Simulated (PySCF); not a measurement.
Computed shifts of a molecule C4H6O2Si, KT2/pcSseg-1 run with PySCF, GIAO, gas phase, equivalent atoms averaged, in ppm (number of nuclei): ¹³C: 159.4 (1), 136.6 (1), 105.2 (1), 84.3 (1). ²⁹Si: -82.0 (1). ¹H: 7.12 (1), 5.28 (1), 4.71 (3), 4.32 (1). References: ¹⁷O against H2O (σ = 330.4 ppm); ¹³C against TMS (σ = 185.1 ppm); ²⁹Si against TMS (σ = 361.9 ppm); ¹H against TMS (σ = 31.47 ppm), references at their B3LYP-D3(BJ)/def2-TZVP geometries, non-relativistic. The structure is a stationary point at r2SCAN-D4/def2-SVP. The geometry has at least one imaginary mode, so it is a saddle point at that level. Other conformers were not sampled.

**Question.** Which molecule gave these data?
(A) Oc1cc([SiH3])co1
(B) O=C1C=CO[C@H]1[SiH3]
(C) C#C[C@@H]1C[Si@H](O)O1
(D) C=C1C(=O)C[Si@@H]1O

**Answer.** A, Oc1cc([SiH3])co1
